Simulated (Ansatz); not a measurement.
Z-matrix (Å, degrees):
```
Si
O 1 1.6725
S 2 1.6718 1 118.11
H 3 1.3503 2 98.08 1 -87.64
H 1 1.4768 2 104.86 3 -177.71
H 1 1.4787 5 111.07 2 -119.53
H 1 1.4808 5 110.82 6 -121.91
```
Charge +1, spin multiplicity 2.

Level of theory: frozen-core CCSD(T)/cc-pVTZ // B3LYP-D3(BJ)/def2-TZVP run with Ansatz (an electronic-structure program). The geometry is that of the parent before the electron was removed.

The HF energy is -763.39871 Ha and the MP2 correlation energy is -0.50913 Ha.

Q: Estimate the CCSD correlation energy, the (T) correction, the total energy and the T1 diagnostic.

A: 
- CCSD correlation energy = -0.55024 Ha
- (T) correction = -0.02202 Ha
- CCSD(T) total energy = -763.97096 Ha
- T1 diagnostic = 0.024
